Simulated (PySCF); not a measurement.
# RbBi⁻: one state, many levels of theory

State: ⁴Σ⁻ (quartet), unpaired electrons σ ↑, π ↑↑. Set-up: Rb def2-SVPD with ECP28, Bi def2-SVPD with ECP60; scalar-relativistic core potentials (PySCF 2.14). De refers to Rb + Bi⁻ in their high-spin ground configurations, without counterpoise correction. The functionals are run spin-unrestricted. A positive dipole points towards Bi; it is taken about the centre of mass and depends on that origin.

```
    Level  Re (Å)  ωe (cm⁻¹)  De (eV)  μ (D)
      PBE   3.791       66.8      n/a   7.91
   revPBE   3.849       62.8      n/a   8.39
   r²SCAN   3.803       67.6      n/a   7.55
     PBE0   3.760       70.9      n/a   7.72
  r²SCAN0   3.778       70.0      n/a   7.18
     MN15   3.811       63.1      n/a   5.49
CAM-B3LYP   3.764       71.6      n/a   6.89
```

The bond length runs from 3.760 Å (PBE0) to 3.849 Å (revPBE).

Spin–orbit coupling is left out, which matters for elements this heavy, above all for dissociation energies. Counting both spins, an empty level lies below a filled one in some of these solutions, because spin and occupation are held. The highest Kohn–Sham level is positive in this anion. Much of that is self-interaction error, but it also means that the finite basis helps to hold the extra electron. The state was picked by a PBE0 search and need not be the measured ground state.

The whole job (state search and all levels along the bond) took about 2.5 min on 1 thread of Arm Neoverse V2 (shared host), peak memory 0.88 GiB.
